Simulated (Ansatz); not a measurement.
**Question.** Name a neutral molecule of Al, B, C, O and H with LUMO energy (PBE0/def2-TZVPP) between -2.35 and -2.05 eV and LUMO energy (ωB97M-V/def2-TZVPP) between -0.65 and -0.35 eV (Ansatz, PBE0-D4/def2-TZVP geometry).

**Answer.** `C=C([BH][AlH2])OC` (-2.24 eV, -0.38 eV); `[BH]1O[CH2][AlH]1` (-2.10 eV, -0.36 eV); `BC#C[O][AlH2]` (-2.06 eV, -0.39 eV). Other molecules can fit too; these were computed, each in one conformer that needn't be the lowest.
